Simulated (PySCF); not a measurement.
Some computed properties have been withheld. Give your best values.

Species: C₇H₁₃B.
SMILES with atom numbers: `[CH2:1]=[C:2]([CH3:3])[C@@H:4]1[BH:5][CH2:6][CH2:7][CH2:8]1` (hydrogens: H9, H10 on C1; H11, H12, H13 on C3; H14 on C4; H15 on B5; H16, H17 on C6; H18, H19 on C7; H20, H21 on C8)

```tsv
property	level	value
point group	PBE0-D3(BJ)/def2-SVP	C1
rotational constants A, B, C	PBE0-D3(BJ)/def2-SVP	?
dipole moment	wB97X-D/def2-SVPD	0.90 D
HOMO energy	wB97X-D/def2-SVPD	?
LUMO energy	wB97X-D/def2-SVPD	1.11 eV
lowest singlet excitation	TDDFT wB97X-D/def2-SVPD	5.28 eV (235 nm, f = 0.003)
strongest line among the 10 lowest singlet transitions	TDDFT wB97X-D/def2-SVPD	S5 at 7.07 eV (175 nm, f = 0.272)
lowest triplet excitation (Tamm–Dancoff)	TDA wB97X-D/def2-SVPD	4.35 eV
static isotropic polarisability	wB97X-D/def2-SVPD	95.9 au
vertical ionisation energy	ΔSCF wB97X-D/def2-SVPD	8.73 eV
electronic spatial extent ⟨r²⟩ about the centre of nuclear charge	wB97X-D/def2-SVPD	1129 bohr²
13C chemical shifts (computed TMS as zero) by class	GIAO KT2/pcSseg-1	?
1H chemical shifts (computed TMS as zero) by class	GIAO KT2/pcSseg-1	7.67 (H15), 4.86 (H9), 4.80 (H10), 2.27 (H17), 2.17 (H19), 1.95 (H20), 1.74 (H11/H12/H13), 1.62 (H21), 1.55 (H14), 1.41 (H18), 0.63 (H16) ppm
isotropic shieldings of nuclei other than C and H, by class	GIAO KT2/pcSseg-1	13 (B5) ppm
```

Electronic properties: PySCF, gas phase, density fitting. Geometry: PBE0-D3(BJ)/def2-SVP, one conformer, isolated molecule. NMR classes are plain means over equivalent atoms (diastereotopic ones count apart unless rotation or inversion swaps them), as if these changed places fast; in this geometry the members of some classes differ.

(1) The 13C chemical shifts (computed TMS as zero) by class?

(2) The HOMO energy?

(3) The rotational constants A, B, C?

Results:

(1) 147.1 (C2), 107.4 (C1), 65.9 (C4), 37.1 (C6), 35.0 (C8), 29.8 (C7), 26.2 (C3) ppm.

(2) -8.62 eV.

(3) 3.976, 1.258, 1.236 GHz.

The largest Löwdin shares of the HOMO are 0.36 on C1, 0.28 on C2, 0.08 on C4 and 0.06 on B5. The ΔSCF ionisation energy exceeds −ε(HOMO) by 0.11 eV with wB97X-D. The vertical singlet–triplet gap S1 − T1 is 0.93 eV (TDDFT singlet less Tamm–Dancoff triplet). The polarisability is 14.21 Å³ as a volume (1 au = 0.148185 Å³), or 1.60 au for each of the 60 electrons. The rotational constants make it an asymmetric top with κ = (2B − A − C)/(A − C) = -0.98, nearer the prolate limit (−1).

For the NMR shielding job (KT2/pcSseg-1), time: 82 s of wall time; peak memory 0.77 GiB. Hardware: Arm Neoverse N1, one thread, shared host with 64 logical CPUs at a one-minute load of 57.
